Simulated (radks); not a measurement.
Spherical quantum dot in the effective-mass picture: electrons in a parabolic well V = omega^2 r^2 / 2 with omega = 0.995, with a point charge +2 (a donor) at the centre, all in effective atomic units (hartree* = m*/eps^2 hartree, bohr* = eps/m* bohr), one dielectric constant everywhere. Calculated with a radial shooting solver with Libxc functionals: non-relativistic Kohn-Sham, LDA (Slater exchange, Perdew-Wang correlation), spin-polarised, spherical densities. Levels are named by radial order and angular momentum (1s, 1p, 1d, 2s, ...), and open shells are averaged over m.

N = 17, configuration 1s2 1p6 1d(up 5, down 2) 2s2. This is the lowest configuration that the search found. Occupied and some empty levels:

| level | occupation | eigenvalue (hartree*) | <r> (bohr*) |
|---|---|---|---|
| 1s up | 1 | 7.7618 | 0.9545 |
| 1s down | 1 | 7.7793 | 0.9390 |
| 1p up | 3 | 8.8318 | 1.894 |
| 1p down | 3 | 8.8794 | 1.888 |
| 2s up | 1 | 9.0377 | 1.943 |
| 2s down | 1 | 9.0796 | 1.954 |
| 1d up | 5 | 9.4633 | 2.242 |
| 1d down | 2 | 9.5141 | 2.245 |
| 1f up | 0 | 10.116 | 2.488 |
| 1f down | 0 | 10.165 | 2.495 |
| 2p up | 0 | 10.166 | 2.169 |
| 2p down | 0 | 10.199 | 2.174 |
| 1g up | 0 | 10.807 | 2.691 |
| 1g down | 0 | 10.852 | 2.700 |

Energy (hartree*): total 88.9043, kinetic 18.411, external 11.815, Hartree 66.723, exchange-correlation -8.0440.

Electron density:

| r (bohr*) | n(r) (e/bohr*^3) |
|---|---|
| 0.187 | 2.496 |
| 0.498 | 0.8018 |
| 0.810 | 0.3423 |
| 1.12 | 0.2422 |
| 1.43 | 0.2335 |
| 1.75 | 0.2219 |
| 2.06 | 0.1819 |
| 2.37 | 0.1234 |
| 2.68 | 0.06773 |
| 2.99 | 0.02970 |
| 3.30 | 0.01037 |
| 3.62 | 0.002860 |
| 3.93 | 0.0006246 |
